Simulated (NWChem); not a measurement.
GeH₃TeBr; SMILES [GeH3][Te]Br

No frequency run checked for a minimum. def2 effective core potentials on Te; no spin-orbit coupling.

Problem. Give the equilibrium geometry at PBE0/def2-SVP with def2 effective core potentials on Te (NWChem) as a list of bonds and angles, with the point group.

Solution. point group Cs; any orientation.
Bond lengths (Å): Te1–Br2 2.528, Te1–Ge3 2.571, Ge3–H4 1.540, Ge3–H5 1.536, Ge3–H6 1.536. Angles (°): Br2–Te1–Ge3 93.3, Te1–Ge3–H4 105.0, Te1–Ge3–H5 109.4, Te1–Ge3–H6 109.4, H4–Ge3–H5 110.9, H4–Ge3–H6 110.9, H5–Ge3–H6 111.1.
